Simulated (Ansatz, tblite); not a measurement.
Isomers of Ag3Te4⁺ (singlet), found by a short tight-binding search and relaxed with PBE-D4/def2-SVP in Ansatz.

In the def2 sets Ag, Te take a core potential; there is no spin–orbit coupling. The xTB rows come from tblite. HSE06 is defined as in plane-wave codes, on full-range PBE exchange. Correlated methods freeze 16 core orbitals; core or outer-core shells of Ag, Te are correlated, in sets that lack core-valence functions.

A: At MP2/def2-TZVP the test of the restricted singlet for broken spin symmetry was undecided. B: At MP2/def2-TZVP the test of the restricted singlet for broken spin symmetry was undecided.

Other spin states weren't relaxed.

A:

```tsv
atom	x (Å)	y (Å)	z (Å)
Ag1	-2.0478	-1.1493	0.2025
Ag2	0.7282	-1.3869	-1.1269
Ag3	1.9998	1.2468	-0.1229
Te4	-0.4886	0.3006	2.0809
Te5	1.8726	-1.0939	1.3301
Te6	-0.7320	2.0198	-0.1948
Te7	-1.3322	0.0628	-2.1689
```

B:

```xyz
7

Ag    1.053    1.511    0.049
Ag   -1.998    1.860    0.297
Ag   -0.925   -0.587    1.427
Te    0.383   -0.160   -2.141
Te    1.742   -0.392    1.918
Te    1.983   -1.773   -0.541
Te   -2.237   -0.460   -1.009
```

Problem. Estimate which lies lowest at each level, and how far above it the others are (eV).

Solution. 
```tsv
level	A	B
GFN1-xTB	0.00	0.46
GFN2-xTB	0.15	0.00
HF/def2-TZVP	0.00	0.53
PBE-D4/def2-SVP	0.00	0.30
PBE-D4/def2-TZVP	0.00	0.31
BLYP-D4/def2-TZVP	0.00	0.26
r2SCAN-D4/def2-TZVP	0.00	0.29
PBE0-D4/def2-SVP	0.00	0.43
PBE0-D4/def2-TZVP	0.00	0.42
HSE06-D4/def2-TZVP	0.00	0.42
RPA@PBE/def2-TZVP	0.00	0.38
MP2/def2-TZVP	0.00	0.47
```
Point groups (tolerance 0.1 Å): A not assigned, B not assigned. Lower isomers may exist.
